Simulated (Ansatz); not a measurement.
Ansatz (an electronic-structure program) input (RPA@PBE/cc-pVTZ):

Ansatz 0.2 input:
```yaml
crystal:
  periodic: [false, false, false]
  atoms:
    - {symbol: B, position_ang: [0.14582422, 0.01867256, -0.00100654]}
    - {symbol: N, position_ang: [1.50942725, 0.20575644, 0.01073931]}
    - {symbol: N, position_ang: [-0.62998183, -1.22784800, 0.34763058]}
    - {symbol: N, position_ang: [-0.79145706, 1.13332708, -0.37604615]}
    - {symbol: H, position_ang: [2.02654241, -0.65829729, 0.17564274]}
    - {symbol: H, position_ang: [-0.06106499, -2.06357977, 0.35783977]}
    - {symbol: H, position_ang: [-1.43217107, -1.39135404, -0.25061158]}
    - {symbol: H, position_ang: [-0.29235579, 2.01337465, -0.39999237]}
    - {symbol: H, position_ang: [-1.58599006, 1.22784492, 0.24588807]}
basis:
  gaussian:
    orbitals: cc-pVTZ
hamiltonian:
  xc: pbe
total_charge: -1
magnetization: {spin_polarized: false}
correlation: {method: rpa, electrons: outside_noble_gas}
```

End of the output:

```
integrals: 0.28 GiB planned
1101 factors; integrals over basis functions are off by at most 1.2e-3 eV
mean field: 0.98 GiB planned
mean field evaluation 1: about -5213.7935 eV, gradient 7.7e1 eV
mean field evaluation 2: about -5213.7904 eV, gradient 7.7e1 eV
mean field evaluation 4: about -5216.7721 eV, gradient 6.0e1 eV
mean field evaluation 8: about -5225.4623 eV, gradient 7.2e-1 eV
mean field evaluation 16: about -5225.4620 eV, gradient 3.1e-4 eV
mean field evaluation 32: about -5170.9987 eV, gradient 9.3e1 eV
mean field -5225.46202960 eV, -192.0321876423 hartree, gradient 8.5e-6 eV, S^2 0.000000; 0 other end points of the search recorded, 0 dependent functions left out
4 core orbitals not correlated
reference -5198.26623428 eV, -191.0327605984 hartree; 12, 12 occupied and 174, 174 virtual orbitals, 1101 factors
Total energy: -5231.12409927 eV, -192.2402648651 hartree
```

It need not be the lowest isomer of its formula. Whether it binds its extra electron was not tested at this geometry.
